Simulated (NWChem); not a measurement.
Species: InHOCl₂; SMILES [OH][In]([Cl])[Cl]

```xyz
5

In     0.2358     0.0086     0.0000
Cl    -0.9532    -1.9989     0.0000
Cl    -0.9195     2.0208     0.0000
O      2.2147     0.0115     0.0000
H      2.5660    -0.8881     0.0000
```
Atoms are numbered in this order, from 1.

All runs: NWChem. Coordinates come from a PBE0/def2-SVP optimisation. def2 effective core potentials on In; no spin-orbit coupling.

For level B3LYP/STO-3G (all-electron, non-relativistic):

```
Property                     Result
---------------------------  ------
highest occupied level (eV)   -5.18
orbital gap (eV)               6.37
dipole (D)                     3.02
```

Task: How do the values read with level B3LYP/def2-SVP (core potentials) instead?

Result: highest occupied level (eV): -8.64
orbital gap (eV): 5.82
dipole (D): 1.59
